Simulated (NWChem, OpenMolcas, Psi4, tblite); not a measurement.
**A ladder of methods for SnCl2F2 (SMILES [F][Sn]([F])([Cl])[Cl])**

SnCl2F2: 5 atoms, total charge 0, spin state singlet. SMILES: `[F][Sn]([F])([Cl])[Cl]`. Geometry: relaxed at PBE0-D4/def2-TZVP.

```xyz
5

F    -0.1360   -0.3185    1.8715
Sn    0.0316   -0.0366    0.0136
F     1.5090   -1.0802   -0.5231
Cl   -1.8377   -0.7930   -1.0300
Cl    0.4830    2.1547   -0.3734
```

Each level gives the HOMO–LUMO gap (eV). The values are calculated.

| level | kind | program | value (eV) | CPU time |
| --- | --- | --- | --- | --- |
| GFN2-xTB | semi-empirical | tblite | 3.33 | under 2 s |
| HF/def2-SVP (core potential) | Hartree–Fock | NWChem | 14.37 | 21 s |
| SVWN5/def2-SVP (core potential) | LDA | OpenMolcas | 4.31 | 12 s |
| PBE/def2-SVP (core potential) | GGA | NWChem | 4.50 | 23 s |
| M06-L/def2-SVP (core potential) | meta-GGA | OpenMolcas | 5.12 | 19 s |
| BHLYP/def2-SVP (core potential) | global hybrid | OpenMolcas | 9.27 | 14 s |
| wB97X-D/def2-SVP (density fitting, core potential) | range-separated hybrid | Psi4 | 10.57 | 12 s |
| B2PLYP/def2-SVP (core potential) | double hybrid | OpenMolcas | 9.59 | 11 s |

The values span 3.33 to 14.37 eV. Orbital gaps aren't excitation energies, and those of double hybrids come from the SCF part alone; they tend to grow with the share of exact exchange. Times are those of the runs behind each value, whatever else they computed, on shared processors of several kinds: orders of magnitude only.
